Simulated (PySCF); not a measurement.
Computed IR spectrum (relative IR intensity) of a molecule ClGeH₅OSi. Geometry: PBE-D3(BJ)/def2-SVP. Other conformers were not sampled. Calculation: PBE-D3(BJ)/def2-SVP (PySCF). Frequencies are harmonic and unscaled.

Lines under 2 % of the strongest are left out, and lines within 2 cm⁻¹ are merged.

ν (cm⁻¹): 485 (w), 542 (w), 620 (w), 633 (w), 701 (w), 816 (vs), 836 (w), 841 (w), 885 (s), 935 (m), 987 (s), 2083 (w), 2106 (m), 2119 (m), 2177 (m), 2207 (m) (against the strongest line: vs over 80 %, s over 45 %, m over 15 %, w over 4 %, vw less)

Problem. Identify the compound among the candidates.
A. O[Si@H](Cl)[GeH3]
B. Cl[SiH2][O][GeH3]
C. O[SiH2][GeH2][Cl]
D. [OH][GeH2][SiH2]Cl

Solution. B, Cl[SiH2][O][GeH3]
